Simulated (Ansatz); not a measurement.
Basis-set extrapolation for `BN[SiH2]F` (PBE0-D4/def2-TZVP geometry, frozen core, Ansatz). Multiplicity 1, RHF reference.

```csv
,def2-TZVPP,def2-QZVPP
HF,-470.638592,-470.657175
MP2 correlation,-0.684905,-0.740489
CCSD(T) correlation,-0.742277,not run
```

Energies in hartree. Use E(X) = E(∞) + A·exp(−7.88·√X) for Hartree–Fock and E(X) = E(∞) + B·X^(−2.97) for correlation, with X = 3 and 4, and add CCSD(T) minus MP2 of the smaller set to the MP2 limit.

**Question.** What is the CCSD(T) energy at the basis-set limit?

**Answer.** HF limit: -470.657175 + (-0.018583) × 0.13774 = -470.65973. MP2 limit: -0.740489 + (-0.055584) × 0.74074 = -0.78166. Higher-order term: -0.742277 − (-0.684905) = -0.05737. Total: -471.49876 hartree, 74.0 kcal/mol below CCSD(T)/def2-TZVPP.
